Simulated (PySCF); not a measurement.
B3LYP has the VWN-RPA correlation part, as in Gaussian. Delta-SCF ions had no search for a lower state. Excitations are Tamm–Dancoff values on a coarser integration grid. The basis has no diffuse functions, so Rydberg states are missing or too high.

**C3H9Ga, SMILES `[CH3][Ga]([CH3])[CH3]` (charge 0, multiplicity 1)**

Calculation: PySCF with B3LYP-D3(BJ)/def2-TZVP.

```json
{
 "HOMO": "-7.18 eV",
 "dipole_moment": "0.01 D",
 "HOMO–LUMO gap": "6.35 eV",
 "LUMO": "-0.83 eV",
 "S1 excitation (TDA)": "5.18 eV",
 "S1 oscillator strength": "0.000",
 "brightest of the four lowest singlets (TDA)": "6.68 eV",
 "T1 excitation (TDA)": "4.89 eV",
 "S1–T1 gap (TDA)": "0.29 eV",
 "vertical ionisation energy (Delta-SCF)": "9.36 eV",
 "total_energy": "-2044.7155 Ha",
 "cost": "very roughly 3.0 core-minutes"
}
```

Bond lengths (Å): C1–Ga2 1.988, C1–H5 1.091, C1–H6 1.094, C1–H7 1.091, Ga2–C3 1.989, Ga2–C4 1.989, C3–H8 1.090, C3–H9 1.093, C3–H10 1.093, C4–H11 1.091, C4–H12 1.091, C4–H13 1.094. Angles (°): Ga2–C1–H5 111.8, Ga2–C1–H6 109.0, Ga2–C1–H7 111.9, H5–C1–H6 107.3, H5–C1–H7 109.1, H6–C1–H7 107.5, C1–Ga2–C3 120.6, C1–Ga2–C4 120.0, C3–Ga2–C4 119.4, Ga2–C3–H8 112.6, Ga2–C3–H9 110.1, Ga2–C3–H10 110.0, H8–C3–H9 108.5, H8–C3–H10 108.5, H9–C3–H10 106.8, Ga2–C4–H11 111.8, Ga2–C4–H12 112.0, Ga2–C4–H13 109.0, H11–C4–H12 109.1, H11–C4–H13 107.4, H12–C4–H13 107.4.
